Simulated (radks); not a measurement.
The nuclear charge of the lanthanum ion La2+ is varied continuously with 55 electrons held in [Xe] 5d1. All-electron calculation, scalar-relativistic Kohn-Sham, LDA (Slater exchange, Perdew-Wang correlation), spin-polarised, spherical densities, finite nucleus; open shells are filled with parallel spins first (spin-orbit coupling, left out, can overturn this in heavy ions); Fermi nuclear charge, rms radius 4.855 fm. Program: a radial shooting solver on a logarithmic mesh with Libxc functionals. By the Hellmann-Feynman theorem dE/dZ = E(electron-nucleus)/Z, the electronic potential at the nucleus (averaged over a nucleus of fixed radius). The scalar-relativistic energy here is not variational (the density holds large components alone), so the two differ by a part that grows with Z.

Z     E (hartree)  E(electron-nucleus)/Z (hartree)  HOMO  e(HOMO) (eV)  <r> HOMO (bohr)
56.5   -8306.2052                         -355.556    5d       -10.426            2.838
56.6   -8341.9612                         -356.430    5d       -11.324            2.779
56.7   -8377.8056                         -357.304    5d       -12.243            2.724
56.8   -8413.7385                         -358.178    5d       -13.183            2.673
56.9   -8449.7598                         -359.053    5d       -14.144            2.625
57     -8485.8697                         -359.928    5d       -15.125            2.580
57.1   -8522.0681                         -360.803    5d       -16.125            2.538
57.2   -8558.3550                         -361.678    5d       -17.144            2.498
57.3   -8594.7305                         -362.553    5d       -18.181            2.460
57.4   -8631.1947                         -363.429    5d       -19.237            2.424
57.5   -8667.7475                         -364.305    5d       -20.311            2.390
57.6   -8704.3890                         -365.182    5d       -21.402            2.357
57.7   -8741.1193                         -366.059    5d       -22.510            2.326
57.8   -8777.9383                         -366.936    5d       -23.636            2.296
57.9   -8814.8462                         -367.813    5d       -24.778            2.267
58     -8851.8429                         -368.691    5d       -25.937            2.239

The central difference of E at Z = 57 is -361.541 hartree, to compare with the third column; the second derivative is -8.85 hartree.
